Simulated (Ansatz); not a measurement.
Calculation: frozen-core CCSD(T)/def2-TZVPP // B3LYP-D3(BJ)/def2-TZVP run with Ansatz (an electronic-structure program).

Ansatz 0.2 input:
```yaml
crystal:
  periodic: [false, false, false]
  atoms:
    - { symbol: S, position_ang: [1.983209, -0.467275, -0.816024] }
    - { symbol: Al, position_ang: [0.004571, -0.024501, -0.022612] }
    - { symbol: S, position_ang: [-1.665636, -1.228805, -0.730173] }
    - { symbol: I, position_ang: [-0.335089, 1.789392, 1.629149] }
    - { symbol: H, position_ang: [2.570271, 0.501685, -0.091628] }
    - { symbol: H, position_ang: [-2.557323, -0.570495, 0.031287] }
basis:
  gaussian: { orbitals: def2-TZVPP }
correlation:
  method: ccsd_t
```

Output:

```
Functional definition: HF
1362 factors; integrals over basis functions are off by at most 7.3e-4 eV
mean field evaluation 1: about -36325.7185 eV, gradient 1.9e1 eV
mean field evaluation 2: about -36325.8699 eV, gradient 1.9e1 eV
mean field evaluation 4: about -36327.3552 eV, gradient 3.0e0 eV
mean field evaluation 8: about -36327.4036 eV, gradient 2.9e-1 eV
mean field evaluation 16: about -36327.4042 eV, gradient 2.0e-6 eV
mean field -36327.40416672 eV, -1335.0074795279 hartree, gradient 2.0e-6 eV, S^2 0.000000; 0 other end points of the search recorded, 0 dependent functions left out
19 core orbitals not correlated
reference -36327.40416672 eV, -1335.0074795279 hartree; 17, 17 occupied and 168, 168 virtual orbitals, 1362 factors
second order -25.00109912 eV of doubles, -0.00000000 eV of singles
cycle   1  -24.58321566 eV  change    4.2e-1 eV  update   9.9e-2
cycle   2  -25.19624457 eV  change   -6.1e-1 eV  update   2.8e-2
cycle   3  -25.25794963 eV  change   -6.2e-2 eV  update   1.3e-2
cycle   4  -25.23722946 eV  change    2.1e-2 eV  update   3.0e-3
cycle   5  -25.23839762 eV  change   -1.2e-3 eV  update   1.4e-3
cycle   6  -25.23825242 eV  change    1.5e-4 eV  update   3.3e-4
cycle   7  -25.23790985 eV  change    3.4e-4 eV  update   1.1e-4
cycle   8  -25.23793118 eV  change   -2.1e-5 eV  update   3.4e-5
cycle   9  -25.23795320 eV  change   -2.2e-5 eV  update   1.1e-5
perturbative correction -0.88142284 eV, -0.0323916920 hartree
Total energy: -36353.52354276 eV, -1335.9673488933 hartree
```

Cost: roughly 4 core-minutes.
